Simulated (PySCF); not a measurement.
CH3BrF2Ge, SMILES [CH3][Ge]([F])([F])[Br] (PBE0/def2-SVP optimised geometry):

```
8

C     -1.000     0.585     0.000
Ge    -0.185    -1.150     0.000
F     -0.707    -2.075    -1.360
F     -0.701    -2.080     1.359
Br     2.091    -1.150     0.000
H     -0.654     1.150    -0.876
H     -0.719     1.121     0.917
H     -2.091     0.465    -0.042
```

Level of theory: PBE0/def2-TZVP (PySCF 2.14.0).

What are the frontier orbital energies and the dipole moment?

HOMO-2 -10.02 eV, HOMO-1 -9.07 eV, HOMO -9.00 eV, LUMO -0.81 eV, LUMO+1 0.76 eV; dipole moment 3.21 D.

Meta-Löwdin charges at PBE0/def2-TZVP: C1 -0.58, Ge2 1.34, F3 -0.50, F4 -0.50, Br5 -0.24, H6 0.16, H7 0.16, H8 0.16.
